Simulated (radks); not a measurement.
Species: Lu5+. Configuration: [Xe] 4f12. Calculated with a radial shooting solver on a logarithmic mesh with Libxc functionals: scalar-relativistic Kohn-Sham, PBE, spin-unpolarised, spherical densities, finite nucleus; Fermi nuclear charge, rms radius 5.37 fm.

X-ray form factor f0, the Fourier transform of the density (f0(0) = 66):

| sin(theta)/lambda (1/angstrom) | f0 (electrons) |
|---|---|
| 0.05 | 65.509 |
| 0.1 | 64.092 |
| 0.15 | 61.898 |
| 0.2 | 59.140 |
| 0.25 | 56.047 |
| 0.3 | 52.828 |
| 0.4 | 46.608 |
| 0.5 | 41.159 |
| 0.6 | 36.564 |
| 0.8 | 29.341 |
| 1 | 24.034 |
| 1.25 | 19.539 |
| 1.5 | 16.738 |
| 2 | 13.224 |
